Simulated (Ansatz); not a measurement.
Input file for Ansatz (a program for electronic structure): R-B3LYP/def2-TZVPPD on BH3 (SMILES B). Files ending in .json are basis or fitting sets from the Basis Set Exchange.

Ansatz 0.2 input:
```yaml
crystal:
  periodic: [false, false, false]
  atoms:
    - {symbol: B, position_ang: [-0.09690052, 0.04823511, 0.76958152]}
    - {symbol: H, position_ang: [0.66586511, 0.92707271, 0.45072728]}
    - {symbol: H, position_ang: [0.20388965, -1.03112788, 0.32200633]}
    - {symbol: H, position_ang: [-1.25567332, 0.33332979, 0.59124895]}
basis:
  gaussian:
    orbitals: def2-TZVPPD.json
hamiltonian:
  xc: {name: B3LYP}
scf: {lower_state_search: off}
```

Program output:

```
WARN ansatz: RAYON_NUM_THREADS=1 ignored (pool sized by the plan → 1); use --threads N
Functional definition: B3LYP
these checks for a lower state are left out or cut short: stability, starts, cluster_reference, orbital_swaps, neighbouring_geometries, increment
integrals: 0.01 GiB planned
342 factors; their error is unknown
mean field: 0.15 GiB planned
mean field evaluation 1: about -722.8658 eV, gradient 1.7e1 eV
mean field evaluation 2: about -723.5139 eV, gradient 1.1e1 eV
mean field evaluation 4: about -723.9019 eV, gradient 2.2e-1 eV
mean field evaluation 8: about -723.8920 eV, gradient 5.9e-4 eV
mean field -723.89198339 eV, -26.6025397180 hartree, gradient 5.0e-6 eV, S^2 0.000000; 0 other end points of the search recorded, 0 dependent functions left out
reference -723.89218150 eV, -26.6025469984 hartree; 4, 4 occupied and 84, 84 virtual orbitals, 342 factors
Total energy: -723.89218150 eV, -26.6025469984 hartree
Checks for a lower state left out: stability, starts, cluster_reference, orbital_swaps, neighbouring_geometries, increment
```

The run converged.

Cost: around 0.5 core-seconds (rough).
